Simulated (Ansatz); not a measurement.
Basis-set extrapolation for CH$_{6}$AlNOSSi (PBE0-D4/def2-TZVP geometry, frozen core, Ansatz). Multiplicity 1, RHF reference.

```json
{"": "HF", "def2-TZVPP": "-1099.189709", "def2-QZVPP": "-1099.224760"}
{"": "MP2 correlation", "def2-TZVPP": "-0.978443", "def2-QZVPP": "-1.052828"}
{"": "CCSD(T) correlation", "def2-TZVPP": "-1.076544", "def2-QZVPP": "not run"}
```

Energies in hartree. Use E(X) = E(∞) + A·exp(−7.88·√X) for Hartree–Fock and E(X) = E(∞) + B·X^(−2.97) for correlation, with X = 3 and 4, and add CCSD(T) minus MP2 of the smaller set to the MP2 limit.

Task: What is the CCSD(T) energy at the basis-set limit?

Result: HF limit: -1099.224760 + (-0.035051) × 0.13774 = -1099.22959. MP2 limit: -1.052828 + (-0.074385) × 0.74074 = -1.10793. Higher-order term: -1.076544 − (-0.978443) = -0.09810. Total: -1100.43562 hartree, 106.3 kcal/mol below CCSD(T)/def2-TZVPP.
